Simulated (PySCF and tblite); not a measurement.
Results of a calculation; reference values are marked as such.
System: C₄H₁₀BNO₂, numbered as in [CH3:1][O:2][B:3]([CH3:4])[NH:5][C:6]([CH3:7])=[O:8].

For the rotation about the B3–N5 bond (torsion O2–B3–N5–C6 from -180° to 0°, rising): electronic barrier 12.58 kcal/mol, zero-point change -0.92 kcal/mol, thermal and entropy terms at 298.15 K a further 0.19 kcal/mol (symmetry numbers apart). The minimum is Cs, the saddle C1. Level: revPBE/pcSseg-1 + D3(BJ) on GFN2-xTB stationary points, with GFN2-xTB thermal terms. Rate constants are transition-state-theory values, counting equivalent paths, without tunnelling. Run with tblite and PySCF.

(1) How many equivalent paths lead out of the minimum?

(2) Work out the rate at 298.15 K.

## Answers

(1) 2: the symmetry number of the minimum is 1, that of the saddle displaced along its mode 1, and the displaced saddle is chiral while the minimum is not, which doubles the count.

(2) ΔG‡ = 11.85 kcal/mol; k_B T/h = 6.2×10¹² s⁻¹; exp(−ΔG‡/RT) = 2.1×10⁻⁹; times 2 gives k = 2.5×10⁴ s⁻¹. Wigner's tunnelling factor for the 92i cm⁻¹ mode would be 1.01.
